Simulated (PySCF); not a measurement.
As²⁺: ionisation energy

As²⁺ [Ar] 3d10 4s2 4p1 (2P) → As³⁺ [Ar] 3d10 4s2 (1S), as a difference of total energies. Calculation: PySCF 2.14, in aug-cc-pwCVTZ-PP with ECP10MDF; scalar relativity through the core potential. Correlated levels: valence: 3s2 3p6 3d10 frozen. The calculations carry no spin-orbit coupling.

```csv
method,ionisation energy (eV)
UHF,27.490
MP2 (valence),27.762
SCS-MP2 (valence),27.752
CCSD (valence),27.840
CCSD(T) (valence),27.861
```

**Question.** How much does correlation contribute at CCSD(T) (valence)?

**Answer.** 27.861 − (27.490) = 0.371 eV, measured against UHF.

The reference lies between the lowest fine-structure levels, while these numbers refer to the centres of the terms.

Errors of the correlated levels include the incompleteness of this basis and the frozen core.

For comparison: 28.349 ± 0.012 eV (measured; NIST Atomic Spectra Database, ionization energies).
